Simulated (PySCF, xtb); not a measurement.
B(Me)(OH)(SH) (CH5BOS), SMILES CB(O)S.

GFN2-xTB (xtb 6.7.1) at its own geometry gives an orbital gap of 4.97 eV and a dipole moment of 3.66 D.

Coordinates come from a B3LYP-D3(BJ)/def2-SVP optimisation. The values are those of a single conformer.

What does PySCF with HF/def2-TZVP give? (The exact figures need the calculation; the answer reports its results.)

gap 13.23 eV (levels -10.29 and 2.94 eV), dipole 2.31 D.
